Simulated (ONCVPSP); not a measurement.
**u(r) = r·R(r): atom against pseudo-atom (N (Z = 7))**

Columns: radius, all-electron u(r) and pseudo u(r) of the 2p shell (level -7.64 eV) of nitrogen in the configuration [He] 2s1 2p4; LDA (Perdew-Zunger), scalar-relativistic, ONCV scheme, ONCVPSP 4.0.1.

| r (bohr) | all-electron | pseudo |
| --- | --- | --- |
| 0.118 | 0.0966 | 0.0318 |
| 0.235 | 0.2690 | 0.1205 |
| 0.353 | 0.4370 | 0.2523 |
| 0.470 | 0.5716 | 0.4040 |
| 0.588 | 0.6700 | 0.5550 |
| 0.705 | 0.7335 | 0.6832 |
| 0.822 | 0.7686 | 0.7770 |
| 0.940 | 0.7815 | 0.8316 |
| 1.058 | 0.7773 | 0.8480 |
| 1.175 | 0.7610 | 0.8337 |
| 1.292 | 0.7362 | 0.7988 |
| 1.410 | 0.7056 | 0.7522 |
| 1.528 | 0.6714 | 0.7019 |
| 1.645 | 0.6356 | 0.6531 |
| 1.763 | 0.5988 | 0.6073 |
| 1.880 | 0.5623 | 0.5658 |
| 1.998 | 0.5262 | 0.5273 |
| 2.115 | 0.4915 | 0.4917 |
| 2.232 | 0.4581 | 0.4581 |
| 2.350 | 0.4259 | 0.4259 |
| 2.468 | 0.3954 | 0.3954 |
| 2.585 | 0.3668 | 0.3668 |
| 2.702 | 0.3399 | 0.3399 |
| 2.820 | 0.3143 | 0.3143 |
| 2.938 | 0.2905 | 0.2905 |
| 3.055 | 0.2684 | 0.2684 |

(1) How many radial nodes do the two functions have?

(2) At about which radius was the pseudo-wave matched?

(3) Where does each function peak?

(4) Is the pseudo-wave norm-conserving?

Answers

(1) The all-electron 2p function has n − l − 1 = 0; the pseudo-wave has 0.

(2) 2.35 bohr. The columns agree to 0.0005 from 2.12 bohr on; several derivatives are matched, so the curves merge somewhat inside the radius.

(3) Outermost all-electron maximum near 0.94 bohr, pseudo maximum near 1.06 bohr (to the table’s step).

(4) Yes: the ONCV scheme keeps the norm inside the radius equal to the all-electron one, which fixes the energy derivative of the logarithmic derivative at the level.
